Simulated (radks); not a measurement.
Values are calculated unless marked as measured or tabulated.
All-electron atom: Pd in [Kr] 4d8 5p2 (not the ground configuration). Level of theory: scalar-relativistic Kohn-Sham, PBE, spin-polarised, spherical densities, finite nucleus; open shells are filled with parallel spins first (spin-orbit coupling, left out, can overturn this in heavy ions); Fermi nuclear charge, rms radius 4.5318 fm (a radial shooting solver on a logarithmic mesh with Libxc functionals). Some entries of the table are withheld. Estimate them.

orbital  occ.  eigenvalue (hartree)  <r^2> (bohr^2)  <1/r> (bohr^-1)
1s up       1             -888.4364        0.001371            48.23
1s down     1             -888.4357        0.001371            48.23
2s up       1             -130.0540         0.02256            10.94
2s down     1             -130.0413         0.02256            10.94
2p up       3             -116.6408         0.01777            10.58
2p down     3             -116.6308         0.01777            10.58
3s up       1             -23.76648          0.1646            3.827
3s down     1             -23.75962          0.1646            3.827
3p up       3             -19.35816          0.1666            3.645
3p down     3             -19.35029          0.1666            3.645
3d up       5             -12.35801          0.1526            3.419
3d down     5             -12.34607          0.1526            3.419
4s up       1                   (1)           1.007            1.459
4s down     1                   (2)           1.004            1.462
4p up       3              -2.27432           1.224            1.310
4p down     3              -2.21777           1.221            1.312
4d up       5                   (3)           2.387           0.9613
4d down     3                   (4)           2.384           0.9633
5p up       2              -0.11547           17.76           0.3243

Answer. 
(1) 4s up eigenvalue (hartree): -3.53719
(2) 4s down eigenvalue (hartree): -3.48315
(3) 4d up eigenvalue (hartree): -0.48837
(4) 4d down eigenvalue (hartree): -0.42821
